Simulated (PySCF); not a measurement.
# One molecule, many functionals

Species: C₄H₁₂GeO.
SMILES: `CC[C@@H](C)[O][GeH3]`

Linear-response calculations in the def2-SVPD basis (PySCF; singlets by full response, triplets Tamm–Dancoff, core orbitals frozen in the response; HF means time-dependent Hartree–Fock). 'Strongest' is the level of largest summed f among the singlets computed (10 roots, of which the last may lack a degenerate partner); it can jump between rows when another state enters that window. S1 is the lowest singlet of each run and needn't be the same state throughout; f(S1) is that of one state. Geometry: PBE0-D3(BJ)/def2-SVP, one conformer, isolated molecule. The LDA/def2-SVPD calculation is non-relativistic and has no spin–orbit coupling, an omission that weighs most on germanium.

```tsv
functional	kind	S1 (eV)	f(S1)	strongest (eV)	T1 (eV)	HOMO (eV)	gap (eV)	ionisation energy, ΔSCF (eV)
LDA	LDA	5.51	0.002	7.08	5.28	-6.30	5.40	9.38
PBE	GGA	5.62	0.003	6.35	5.36	-6.18	5.52	9.24
B3LYP	global hybrid, 20% exact exchange	6.27	0.005	7.04	5.95	-7.46	7.36	9.58
PBE0	global hybrid, 25% exact exchange	6.43	0.004	7.22	6.08	-7.69	7.84	9.56
BHandHLYP	global hybrid, 50% exact exchange	7.13	0.005	7.95	6.73	-9.15	9.99	9.66
CAM-B3LYP	range-separated hybrid	6.73	0.004	7.58	6.36	-9.11	10.06	9.76
wB97X-D	range-separated hybrid	6.82	0.004	7.67	6.49	-9.58	11.38	9.70
LC-wPBE	range-separated hybrid	7.19	0.004	9.20	6.73	-10.40	12.31	9.90
HF	Hartree–Fock	8.38	0.005	9.85	7.78	-11.45	13.62	not settled
```

S1 runs from 5.51 eV (LDA) to 8.38 eV (HF), a spread of 2.86 eV, while the orbital gap spreads over 8.2 eV. Along PBE (0%), B3LYP (20%), PBE0 (25%), BHandHLYP (50%), HF (100%) S1 rises with the share of exact exchange. −ε(HOMO) comes closest to its own ΔSCF ionisation energy with wB97X-D (-0.12 eV) and misses most with LDA (-3.08 eV). 'Not settled' means that the ion's SCF failed to converge or may have ended in another state than the lowest.
